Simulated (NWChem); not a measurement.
Program: NWChem. System: C₂H₄NO (-1), charge -1, spin multiplicity 1, at a geometry optimised with PBE0/def2-SVP. The structure started from a generated list of species. Level: RHF/def2-TZVPD.

NWChem printed:

```
             Northwest Computational Chemistry Package (NWChem) 7.3.0
             --------------------------------------------------------

                                NWChem Input Module
                                -------------------

 Scaling coordinates for geometry "geometry" by  1.889725989
 (inverse scale =  0.529177249)

                             Geometry "geometry" -> ""
                             -------------------------

 Output coordinates in angstroms (scale by  1.889725989 to convert to a.u.)

  No.       Tag          Charge          X              Y              Z
 ---- ---------------- ---------- -------------- -------------- --------------
    1 C                    6.0000    -0.10197600     1.40823000    -0.11656300
    2 N                    7.0000    -0.86385200     0.20517300    -0.28243900
    3 C                    6.0000    -0.17074700    -0.87818600    -0.00310700
    4 O                    8.0000     1.01235800    -1.01512800     0.37873400
    5 H                    1.0000    -0.63273000     2.27522000    -0.56286100
    6 H                    1.0000     0.09103700     1.68106200     0.95057400
    7 H                    1.0000     0.91635400     1.36714300    -0.56896900
    8 H                    1.0000    -0.79022400    -1.81887700    -0.15352100

 Effective nuclear repulsion energy (a.u.)     113.4001907736

            Nuclear Dipole moment (a.u.)
            ----------------------------
        X                 Y               Z
 ---------------- ---------------- ----------------
    -0.0000018897    -0.0000018897     0.0000037795


 Summary of "ao basis" -> "" (spherical)
 ------------------------------------------------------------------------------
       Tag                 Description            Shells   Functions and Types
 ---------------- ------------------------------  ------  ---------------------
 *                         def2-tzvpd                 on all atoms

 Summary of "ao basis" -> "ao basis" (spherical)
 ------------------------------------------------------------------------------
       Tag                 Description            Shells   Functions and Types
 ---------------- ------------------------------  ------  ---------------------
 C                         def2-tzvpd               13       37   6s3p3d1f
 N                         def2-tzvpd               13       37   6s3p3d1f
 O                         def2-tzvpd               14       40   6s4p3d1f
[...]
 Vector   16  Occ=2.000000D+00  E=-1.280458D-01
              MO Center= -2.0D-01, -5.4D-02, -3.9D-02, r^2= 2.4D+00
   Bfn.  Coefficient  Atom+Function         Bfn.  Coefficient  Atom+Function
  ----- ------------  ---------------      ----- ------------  ---------------
    46      0.299185  2 N  pz                49      0.291268  2 N  pz
    15     -0.269679  1 C  pz               163      0.254485  6 H  s
   172     -0.234578  7 H  s                120     -0.225379  4 O  pz
   123     -0.207802  4 O  pz                52      0.199815  2 N  pz
   126     -0.159297  4 O  pz

 Vector   17  Occ=0.000000D+00  E= 2.028504D-01
              MO Center=  8.8D-01,  7.0D-01,  2.0D-01, r^2= 1.6D+01
   Bfn.  Coefficient  Atom+Function         Bfn.  Coefficient  Atom+Function
  ----- ------------  ---------------      ----- ------------  ---------------
   117      8.274098  4 O  s                  5     -7.338297  1 C  s
    43      6.579419  2 N  s                 80     -5.761353  3 C  s
   154      5.039637  5 H  s                  6     -4.475139  1 C  s
   181     -3.288701  8 H  s                104     -2.079360  3 C  d  2
    87     -1.977973  3 C  px               127     -1.823686  4 O  px

 Vector   18  Occ=0.000000D+00  E= 2.276251D-01
              MO Center=  1.4D-01, -3.5D-02,  3.1D-02, r^2= 1.8D+01
   Bfn.  Coefficient  Atom+Function         Bfn.  Coefficient  Atom+Function
  ----- ------------  ---------------      ----- ------------  ---------------
   154      7.122501  5 H  s                 80      5.928653  3 C  s
   117     -4.903653  4 O  s                  5     -4.412361  1 C  s
     6     -3.760489  1 C  s                 79      3.728520  3 C  s
   181     -2.977382  8 H  s                 87      1.677815  3 C  px
    14     -1.544331  1 C  py               127      1.428073  4 O  px

 Vector   19  Occ=0.000000D+00  E= 2.509430D-01
              MO Center=  8.4D-01, -1.3D+00,  2.9D-01, r^2= 1.4D+01
   Bfn.  Coefficient  Atom+Function         Bfn.  Coefficient  Atom+Function
  ----- ------------  ---------------      ----- ------------  ---------------
   181     11.446112  8 H  s                 79     -4.636505  3 C  s
   154      4.405557  5 H  s                117     -4.170186  4 O  s
    88      4.051225  3 C  py                87      3.092546  3 C  px
   127      2.300766  4 O  px                14     -1.858514  1 C  py
   186      1.785878  8 H  py               100     -1.741211  3 C  d -2

 center of mass
 --------------
 x =   0.01317270 y =  -0.11304401 z =   0.01072584

 moments of inertia (a.u.)
 ------------------
         244.089122805524          62.152938810273         -34.778178712046
          62.152938810273         122.681113480820          32.357232862842
         -34.778178712046          32.357232862842         329.969664301397

  Mulliken analysis of the total density
  --------------------------------------

    Atom       Charge   Shell Charges
 -----------   ------   -------------------------------------------------------
    1 C    6     6.20   0.85  1.12  0.48  0.69 -0.03 -0.00  1.21  1.29  0.42  0.03  0.08  0.04  0.01
    2 N    7     7.58   0.82  1.16  0.52  0.87  0.35  0.17  1.45  1.70  0.54  0.01  0.05 -0.05  0.00
    3 C    6     5.84   0.86  1.12  0.52  0.51  0.17  0.03  1.15  1.01  0.08  0.06  0.19  0.13  0.02
    4 O    8     8.79   0.79  1.18  0.57  0.93  0.42  0.07  1.84  1.99  0.91  0.06  0.00  0.03 -0.00  0.00
    5 H    1     0.89   0.27  0.52  0.05  0.02  0.02
    6 H    1     0.95   0.27  0.52  0.10  0.02  0.04
    7 H    1     0.91   0.26  0.51  0.08  0.02  0.03
    8 H    1     0.84   0.27  0.53  0.02  0.02  0.01

       Multipole analysis of the density wrt the origin
       ------------------------------------------------

     L   x y z        total         open         nuclear
     -   - - -        -----         ----         -------
     0   0 0 0     -1.000000      0.000000     31.000000

     1   1 0 0     -0.136806      0.000000     -0.000002
     1   0 1 0      0.587060      0.000000     -0.000002
     1   0 0 1     -0.088647      0.000000      0.000004

     2   2 0 0    -27.058898      0.000000     55.468439
     2   1 1 0      3.140897      0.000000    -28.641577
     2   1 0 1     -2.161968      0.000000     17.470832
     2   0 2 0    -23.821423      0.000000    136.573476
     2   0 1 1      1.118334      0.000000    -16.538130
     2   0 0 2    -21.602008      0.000000     11.981619

 Task  times  cpu:      274.3s     wall:      274.3s

 Total times  cpu:      274.3s     wall:      274.3s
```

Task: Write an NWChem input that would produce this output.

Result: This is not unique; one that fits is 
```
start mol
memory heap 200 mb stack 800 mb global 1000 mb
charge -1
geometry units angstroms nocenter noautoz noautosym
  C     -0.101976     1.408230    -0.116563
  N     -0.863852     0.205173    -0.282439
  C     -0.170747    -0.878186    -0.003107
  O      1.012358    -1.015128     0.378734
  H     -0.632730     2.275220    -0.562861
  H      0.091037     1.681062     0.950574
  H      0.916354     1.367143    -0.568969
  H     -0.790224    -1.818877    -0.153521
end
basis spherical
  * library def2-tzvpd
end
scf
  rhf
  nopen 0
  maxiter 100
  thresh 1e-7
  semidirect memsize 60000000 filesize 0
end
task scf energy
```
